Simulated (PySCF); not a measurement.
ZrO2, SMILES [O]=[Zr]=[O], multiplicity 1. Geometry optimised at PBE-D3(BJ)/def2-TZVP. The spin state was assumed, not searched. The isomer is the one that the SMILES or the coordinates give; other isomers of the formula were not compared. The def2 effective core potentials stand for the cores of Zr; spin–orbit coupling is left out.

Calculation: PBE-D3(BJ)/def2-TZVP (PySCF).

Harmonic wavenumbers (cm⁻¹): 304, 844, 910. Rotational constants (GHz): 18.82, 7.734, 5.482; symmetry number 2.

Question: Work out the zero-point energy and the ideal-gas rigid-rotor harmonic-oscillator thermochemistry at 298.15 K and 1 atm.

Answer: ZPE = ½ Σ hcν = ½ × 2058 cm⁻¹ = 12.31 kJ/mol. H − E(el) = 23.63 kJ/mol. Entropy in J/(mol K): translation 168.78, rotation 92.62, vibration 7.13, total 268.53. G − E(el) = -56.43 kJ/mol. Cp = 44.69 J/(mol K).
